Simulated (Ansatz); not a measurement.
The lowest singlet and triplet of CH2S (SMILES C=S); geometries from B3LYP-D3(BJ)/def2-TZVP, each state relaxed from the structure named, with no frequency check.
Singlet at the triplet's geometry (charge 0, multiplicity 1):
| atom | x (Å) | y (Å) | z (Å) |
|---|---|---|---|
| C | -1.0231 | 0.1733 | 0.2882 |
| S | 0.5784 | -0.0925 | -0.1546 |
| H | -1.5685 | 1.0056 | -0.1374 |
| H | -1.5475 | -0.5646 | 0.8815 |

A positive gap puts the triplet lower; no zero-point energy. R- takes a restricted singlet. U- takes an unrestricted singlet (broken symmetry where lower, unprojected). The triplet is unrestricted in single-reference levels.

Correlated levels freeze the cores.

Programs: Ansatz (an electronic-structure program). Values without a source in brackets are computed.

**Question.** One of these levels gives -1.861 eV for the gap E(singlet) − E(triplet), vertical, at the triplet's geometry. Which one is it?
A) U-MP2/cc-pV(D+d)Z (spin-contaminated)
B) U-PBE/def2-TZVPP
C) U-PBE0/def2-TZVPP
D) R-MP2/cc-pV(T+d)Z

**Answer.** D, R-MP2/cc-pV(T+d)Z. The others give -1.562 (U-PBE/def2-TZVPP), -1.408 (U-PBE0/def2-TZVPP), -1.295 (U-MP2/cc-pV(D+d)Z (spin-contaminated))

Doubts at one or more of the structures used: a restricted determinant that unrestricted orbitals would lower (R-MP2/cc-pV(T+d)Z).
